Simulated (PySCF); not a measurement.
H₄N, SMILES [NH4+], charge +1. Atoms are numbered in the order given.

```xyz
5

N      0.0000     0.0000     0.0000
H      0.5912    -0.5912     0.5912
H     -0.5912    -0.5912    -0.5912
H     -0.5912     0.5912     0.5912
H      0.5912     0.5912    -0.5912
```
Charge +1, spin multiplicity 1.

The structure is a stationary point at r2SCAN-D4/def2-TZVPD.

Lowest vertical singlet excitation by several levels in PySCF, with rough processor times relative to the cheapest run on one machine. Each run also gave further roots (ADC and EOM-CCSD ionised and attached states too); roots are paired by order and the bases differ. EOM-CCSD serves as a yardstick, not as the true value; all levels that ended soundly for this molecule are listed, with differences from unrounded values.

```tsv
level	relative cost	S1 (eV)	S1 minus EOM-CCSD (eV)
TDA-PBE/def2-TZVPD	1	14.49	-1.07
TDA-PBE0/def2-TZVPD	1	15.11	-0.45
TDA-M06-2X/def2-TZVPD	6	15.02	-0.54
EOM-CCSD/aug-cc-pVDZ	7	15.56	0.00
```

Task: Which is the cheapest level here that lands within 0.5 eV of EOM-CCSD?

Result: TDA-PBE0/def2-TZVPD, at about 19 % of the cost of EOM-CCSD.
